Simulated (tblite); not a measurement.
Species: C6H8FOS (doublet state).
Geometry (GFN2-xTB, Å), atoms numbered from 1 in this order:
```xyz
17
C6H8FOS angstrom
C      2.630   -0.048   -0.167
C      1.550   -0.839    0.089
C      0.224   -0.430    0.078
C     -0.211    0.997   -0.087
C     -1.656    1.119    0.370
F     -2.529    0.997   -0.683
S     -2.000   -0.327    1.524
O     -1.235   -0.040    2.731
C     -0.901   -1.326    0.384
H      2.533    0.998   -0.391
H      3.626   -0.452   -0.152
H      1.726   -1.888    0.295
H     -0.132    1.323   -1.130
H      0.421    1.651    0.518
H     -1.890    2.056    0.881
H     -1.551   -1.516   -0.473
H     -0.611   -2.263    0.851
```

All values are computed: GFN2-xTB (tblite) harmonic vibrations without scaling, gas phase. The method is semi-empirical: single wavenumbers can be off by several per cent or more. One conformer, not necessarily the lowest. Open shells enter through the occupations alone, without spin polarisation, and single modes of such species can be off by tens of per cent.

Harmonic wavenumbers (cm⁻¹): 41.7, 79.9, 175.1, 191.7, 209.6, 277.2, 307.6, 327.0, 392.9, 428.8, 528.5, 552.4, 587.8, 645.5, 695.3, 781.6, 816.3, 849.2, 870.2, 948.4, 984.5, 1014.9, 1039.9, 1060.5, 1110.4, 1124.3, 1151.8, 1157.4, 1228.9, 1261.1, 1269.9, 1303.2, 1348.7, 1413.2, 1427.8, 1450.3, 1502.5, 2928.8, 2945.3, 2965.1, 2976.3, 3036.1, 3054.6, 3126.1, 3158.7.

A = 2174, B = 1077, C = 876.8 MHz; mass 147.028 u (most abundant isotopes); point group C1, symmetry number 1; spin multiplicity 2.

**Question.** What is the zero-point energy?

**Answer.** Half the sum of the wavenumbers: 27373 cm⁻¹ = 327.46 kJ/mol.

**Question.** Give the ideal-gas entropy at 273.15 K and 1 bar in the rigid-rotor, harmonic-oscillator model (classical rotation).

**Answer.** Translation 169.28, rotation 122.08, vibration 97.29, spin (R ln 2) 5.76: S = 394.4 J/(mol K).

**Question.** And Cp and H(273.15 K) − H(0)?

**Answer.** Cp = 143.86 J/(mol K), of which vibrations give 110.60 (their classical limit is 45 R = 374.2); H(273.15 K) − H(0) = 23.62 kJ/mol without the zero-point energy, 14.53 from vibrations.

**Question.** What must be added to the electronic energy to get the Gibbs energy at 273.15 K and 1 bar?

**Answer.** ZPE + [H(273.15 K) − H(0)] − T·S = 327.46 + 23.62 − 107.73 = 243.35 kJ/mol.

**Question.** Blend soft modes into free rotors: weight 1/[1 + (100 cm⁻¹/ν̃)⁴] for the oscillator and the rest for a rotor with moment μB/(μ + B), μ = h/(8π²ν), B = 10⁻⁴⁴ kg m². What vibrational entropy results?

**Answer.** 89.70 J/(mol K) in place of 97.29, which changes −T·S at 273.15 K by +2.07 kJ/mol.

**Question.** Which modes carry the vibrational entropy at 273.15 K?

**Answer.** 41.7 cm⁻¹: 20.93; 79.9 cm⁻¹: 15.57; 175.1 cm⁻¹: 9.28; 191.7 cm⁻¹: 8.58; 209.6 cm⁻¹: 7.90; 277.2 cm⁻¹: 5.87 J/(mol K); the other 39 give 29.16 together.

**Question.** How do the functions run with temperature in this model?

**Answer.** 
```csv
T (K),S (J/(mol K)),Cp (J/(mol K)),H − H(0) (kJ/mol),G − H(0) (kJ/mol),ln q(vib)
50,251.7,49.6,2.02,-10.57,0.48
100,292.5,71.0,5.02,-24.23,1.42
298.15,407.5,154.4,27.34,-94.14,5.89
373.15,445.4,184.6,40.08,-126.13,7.67
500,505.6,227.1,66.31,-186.51,10.71
750,609.3,282.9,130.69,-326.28,16.55
1000,695.8,317.4,206.03,-489.72,21.97
```

q(vib) and H(0) count from the zero-point level.

Hindered rotation and anharmonicity are outside this model. Other conformers, if any are populated, would add a mixing term that is left out. The structure is chiral; the term R ln 2 for an equal mix with its mirror image is left out.
